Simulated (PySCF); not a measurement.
Species: C₃H₅GeNO.
Numbering: `[NH2:1][GeH2:2][C:3]#[C:4][CH:5]=[O:6]` (hydrogens: H7, H8 on N1; H9, H10 on Ge2; H11 on C5)

Geometry (PBE0-D3(BJ)/def2-SVP, Å), atoms numbered from 1 in this order:
```xyz
11
C3H5GeNO angstrom
N     -2.570    0.254   -0.042
Ge    -1.311   -0.840    0.703
C      0.492   -0.271    0.340
C      1.606    0.153    0.073
C      2.942    0.627   -0.223
O      3.179    1.617   -0.868
H     -2.558    1.206    0.315
H     -2.542    0.293   -1.058
H     -1.469   -2.241    0.102
H     -1.490   -0.817    2.224
H      3.759   -0.007    0.203
```

Computed with PBE0-D3(BJ)/def2-SVP geometry optimisation, gas phase (PySCF).

Take the most abundant isotopes and a rigid rotor. The values belong to one conformer with, in the numbering `[NH2:1][GeH2:2][C:3]#[C:4][CH:5]=[O:6]`, H–N1–Ge2–C3 -63° and 63°.

What are A, B and C (MHz)?

Ia = 61.78, Ib = 636.45, Ic = 688.91 u·Å²; 505379 MHz·u·Å²/I gives A = 8180, B = 794.1, C = 733.6 MHz.

Classify the top.

A near-prolate asymmetric top. Ray's parameter κ = (2B − A − C)/(A − C) = -0.984; −1 is the prolate and +1 the oblate limit.

Is it planar, by Δ = Ic − Ia − Ib?

Not planar: Δ = Ic − Ia − Ib = -9.33 u·Å². For a rigid frame Δ = −2 Σ m c², so Σ m c² = 4.66 u·Å² lies off the ab plane, practically all of it from hydrogen. The atom farthest from that plane is 1.28 Å away.

Which types of transition are allowed, and where do some lines up to J = 4 fall?

The dipole components are |μa| = 1.79 D, |μb| = 0.84 D, |μc| = 0.00 D; the mirror of this Cs structure is the ab plane, so μc vanishes by symmetry (the 0.01 D computed is a residue) and there are no c-type lines. The squared components, which scale the intensities, stand as 1.00 : 0.22 (a : b). Some of the stronger lines:

| type | branch | J(Ka,Kc) | MHz | lower level (cm⁻¹) |
| --- | --- | --- | --- | --- |
| a | Q | 4(1,3) ← 4(1,4) | 605 | 0.747 |
| a | R | 3(1,2) ← 2(1,1) | 4673 | 0.403 |
| a | R | 4(0,4) ← 3(0,3) | 6107 | 0.306 |
| a | R | 4(2,2) ← 3(2,1) | 6114 | 1.295 |
| b | R | 2(1,2) ← 1(0,1) | 10381 | 0.051 |
| b | Q | 4(2,2) ← 4(1,3) | 21953 | 0.767 |
| b | Q | 2(2,1) ← 2(1,2) | 22340 | 0.397 |
| b | R | 2(2,1) ← 1(1,0) | 25275 | 0.299 |
| b | Q | 3(3,0) ← 3(2,1) | 37081 | 1.295 |
| b | R | 3(3,1) ← 2(2,0) | 41665 | 1.142 |
| b | R | 4(3,2) ← 3(2,1) | 43192 | 1.295 |
| b | Q | 4(4,0) ← 4(3,1) | 51915 | 2.736 |
| b | Q | 4(4,1) ← 4(3,2) | 51915 | 2.736 |

Whether it is a minimum is left open (no frequencies). Constants of a rigid frame at the computed geometry: no zero-point averaging, no centrifugal distortion. A rigid rotor knows nothing of inversion at nitrogen, which can split or shift real lines. Quadrupole hyperfine structure (14N) is left out.
